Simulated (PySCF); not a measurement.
AlH, SMILES [AlH] (connectivity only; charge and spin as stated), neutral, multiplicity 1. Atoms are numbered in the order given.

```xyz
2

Al     0.0000     0.0000    -0.1187
H      0.0000     0.0000     1.5431
```

Geometry optimised at B3LYP-D3(BJ)/def2-TZVPD.

Two levels are set side by side: PBE/pcSseg-2 (PySCF) and HF/pcSseg-2 (PySCF). GIAO shifts against TMS (¹H) at the same level; non-relativistic, no solvent, atoms listed together averaged. Differences are taken from unrounded values.

| quantity | HF |
|---|---|
| δ(¹H) of H2 (ppm) | 8.57 |

Question: What does PBE give, and how far is it from HF? (The exact figures need the calculation; the answer reports its results.)

Answer: 
```csv
quantity,PBE,PBE minus HF
δ(¹H) of H2 (ppm),9.03,0.46
```
